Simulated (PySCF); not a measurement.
C4H7O (SMILES C[CH]C(C)=O), doublet, at a GFN2-xTB geometry; DF-TPSS/aug-cc-pVDZ in PySCF.

Here is a job for PySCF.
```python
from pyscf import gto, scf, dft
import numpy

mol = gto.M(
    atom='''
C    -1.986062    0.387775   -0.023194
C    -0.634091    0.437692    0.549851
C     0.482605   -0.158377   -0.108251
C     1.813710   -0.026073    0.603584
O     0.379543   -0.744348   -1.185477
H    -1.965938   -0.149025   -0.968987
H    -2.376176    1.396902   -0.180061
H    -2.678988   -0.103456    0.665049
H    -0.483966    0.939252    1.494083
H     1.757442   -0.488773    1.586874
H     2.591333   -0.511304    0.020763
H     2.062978    1.025085    0.734160
''',
    basis='aug-cc-pvdz',
    charge=0,
    spin=1,
    verbose=4,
)
print('smallest overlap eigenvalue', numpy.linalg.eigvalsh(mol.intor('int1e_ovlp'))[0])

mf = dft.UKS(mol)
mf.xc = 'tpss'
mf = mf.density_fit(auxbasis='def2-universal-jkfit')
mf = scf.addons.remove_linear_dep_(mf, threshold=1e-6, lindep=1e-6)
mf.kernel()
```

Task: What does PySCF print? Leave out banner, timings and long lists.

Result: 
```
PySCF version 2.14.0

[INPUT] verbose = 4
[INPUT] num. atoms = 12
[INPUT] num. electrons = 39
[INPUT] charge = 0
[INPUT] spin (= nelec alpha-beta = 2S) = 1
[INPUT] symmetry False subgroup None
[INPUT] Mole.unit = angstrom
[INPUT] Symbol           X                Y                Z      unit          X                Y                Z       unit  Magmom
[INPUT]  1 C     -1.986062000000   0.387775000000  -0.023194000000 AA   -3.753113246406   0.732788547953  -0.043830307733 Bohr   0.0
[INPUT]  2 C     -0.634091000000   0.437692000000   0.549851000000 AA   -1.198258328052   0.827118006913   1.039067799318 Bohr   0.0
[INPUT]  3 C      0.482605000000  -0.158377000000  -0.108251000000 AA    0.911991276346  -0.299289154430  -0.204564742710 Bohr   0.0
[INPUT]  4 C      1.813710000000  -0.026073000000   0.603584000000 AA    3.427415169385  -0.049270829246   1.140608453169 Bohr   0.0
[INPUT]  5 O      0.379543000000  -0.744348000000  -1.185477000000 AA    0.717232322496  -1.406613861368  -2.240226856971 Bohr   0.0
[INPUT]  6 H     -1.965938000000  -0.149025000000  -0.968987000000 AA   -3.715084397875  -0.281616435713  -1.831120048264 Bohr   0.0
[INPUT]  7 H     -2.376176000000   1.396902000000  -0.180061000000 AA   -4.490321863765   2.639762202857  -0.340265975715 Bohr   0.0
[INPUT]  8 H     -2.678988000000  -0.103456000000   0.665049000000 AA   -5.062553610996  -0.195503505943   1.256760469416 Bohr   0.0
[INPUT]  9 H     -0.483966000000   0.939252000000   1.494083000000 AA   -0.914563193601   1.774929041950   2.823407677369 Bohr   0.0
[INPUT] 10 H      1.757442000000  -0.488773000000   1.586874000000 AA    3.321084059808  -0.923647107082   2.998757254193 Bohr   0.0
[INPUT] 11 H      2.591333000000  -0.511304000000   0.020763000000 AA    4.896909667548  -0.966224526395   0.039236383524 Bohr   0.0
[INPUT] 12 H      2.062978000000   1.025085000000   0.734160000000 AA    3.898463421003   1.937129904400   1.387361331611 Bohr   0.0

nuclear repulsion = 167.894593251162
number of shells = 75
number of NR pGTOs = 252
number of NR cGTOs = 178
basis = aug-cc-pvdz
ecp = {}
input.py:29: DeprecationWarning: remove_linear_dep_ is deprecated and will be removed in a future release. Linear dependency handling is now built into the SCF procedure by default. Linear dependency removal can be controlled using the following settings:
  pyscf.scf.hf.remove_overlap_zero_eigenvalue = True
  pyscf.scf.hf.overlap_zero_eigenvalue_threshold = 1e-6

  mf = scf.addons.remove_linear_dep_(mf, threshold=1e-6, lindep=1e-6)
smallest overlap eigenvalue 2.1965994915973172e-05

******** <class 'pyscf.df.df_jk.DFUKS'> ********
method = DFUKS
initial guess = minao
damping factor = 0
level_shift factor = 0
DIIS = <class 'pyscf.scf.diis.CDIIS'>
diis_start_cycle = 1
diis_space = 8
diis_damp = 0
SCF conv_tol = 1e-09
SCF conv_tol_grad = None
SCF max_cycles = 50
direct_scf = False
number electrons alpha = 20  beta = 19
XC library pyscf.dft.libxc version 7.1.2
    S. Lehtola, C. Steigemann, M. J. T. Oliveira, and M. A. L. Marques,  SoftwareX 7, 1–5 (2018)
XC functionals = tpss
    J. Tao, J. P. Perdew, V. N. Staroverov, and G. E. Scuseria,  Phys. Rev. Lett. 91, 146401 (2003)
    J. P. Perdew, J. Tao, V. N. Staroverov, and G. E. Scuseria,  J. Chem. Phys. 120, 6898 (2004)
    J. Tao, J. P. Perdew, V. N. Staroverov, and G. E. Scuseria,  Phys. Rev. Lett. 91, 146401 (2003)
    J. P. Perdew, J. Tao, V. N. Staroverov, and G. E. Scuseria,  J. Chem. Phys. 120, 6898 (2004)
radial grids:
    Treutler-Ahlrichs [JCP 102, 346 (1995); DOI:10.1063/1.469408] (M4) radial grids

becke partition: Becke, JCP 88, 2547 (1988); DOI:10.1063/1.454033
pruning grids: <function nwchem_prune>
grids dens level: 3
symmetrized grids: False
atomic radii adjust function: <function treutler_atomic_radii_adjust>
small_rho_cutoff = 0
Set gradient conv threshold to 3.16228e-05
tot grids = 139216
init E= -232.198238677388

cycle= 1 E= -231.716808065924  delta_E= 0.481  |g|= 0.612  |ddm|= 5.27
cycle= 2 E= -228.97890360629  delta_E= 2.74  |g|= 2.02  |ddm|= 7.71
cycle= 3 E= -231.798659964439  delta_E= -2.82  |g|= 0.384  |ddm|= 7.57
cycle= 4 E= -231.87832198713  delta_E= -0.0797  |g|= 0.11  |ddm|= 0.689
cycle= 5 E= -231.884392358989  delta_E= -0.00607  |g|= 0.0335  |ddm|= 0.335
cycle= 6 E= -231.884905808112  delta_E= -0.000513  |g|= 0.0159  |ddm|= 0.0905
cycle= 7 E= -231.885052858888  delta_E= -0.000147  |g|= 0.005  |ddm|= 0.04
cycle= 8 E= -231.885074142138  delta_E= -2.13e-05  |g|= 0.00151  |ddm|= 0.0195
cycle= 9 E= -231.885076643202  delta_E= -2.5e-06  |g|= 0.000657  |ddm|= 0.00642
cycle= 10 E= -231.885076842111  delta_E= -1.99e-07  |g|= 0.000359  |ddm|= 0.00242
cycle= 11 E= -231.885076916657  delta_E= -7.45e-08  |g|= 7.19e-05  |ddm|= 0.000985
cycle= 12 E= -231.885076916566  delta_E= 9.04e-11  |g|= 8.76e-05  |ddm|= 0.000306
cycle= 13 E= -231.885076920181  delta_E= -3.62e-09  |g|= 1.47e-05  |ddm|= 0.000137
cycle= 14 E= -231.885076920299  delta_E= -1.17e-10  |g|= 8.85e-06  |ddm|= 5.25e-05
Extra cycle  E= -231.88507692025  delta_E= 4.84e-11  |g|= 1.4e-05  |ddm|= 3.48e-05
converged SCF energy = -231.88507692025  <S^2> = 0.75819824  2S+1 = 2.0081815
```
